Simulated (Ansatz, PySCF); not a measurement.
H2Si (SMILES [SiH2]), triplet, at a GFN2-xTB geometry. Base run: PySCF with WB97M-V/6-311G**.

Geometry (Å):
```xyz
3

Si    -0.0017     0.0854     0.0050
H     -1.2576    -0.6251     0.0123
H      1.2809    -0.5703    -0.0817
```
Charge 0, spin multiplicity 3.
Orbitals are unrestricted.
All else is at PySCF's defaults.

The same geometry, method and basis name were run in Ansatz (a quantum-chemistry and plane-wave program) and PySCF, at each program's defaults and at the settings that a row names. The base is PySCF at its defaults. Differences at the defaults can come from grids, fitting, cores and function types together.

```csv
code and settings,ΔE vs base (mEh),basis functions,E (Eh),SCF cycles,dipole (D)
"PySCF, defaults (exact integrals, its default grid, spherical functions)",0.000,38,-290.54752,9,0.04
"Ansatz, defaults (factorised integrals, its default grid, Cartesian functions)",-0.382,39,-290.54790,-,-
"PySCF, density fitting with def2-universal-jkfit",-0.033,38,-290.54755,9,0.04
"PySCF, fine grid",0.001,38,-290.54752,9,0.04
"Ansatz, high accuracy, Cartesian functions as the basis file defines them",-0.385,39,-290.54790,-,-
```

Open shells are given as the SCF converged; they aren't shown to be the lowest states, and a large step between rows can be another state.
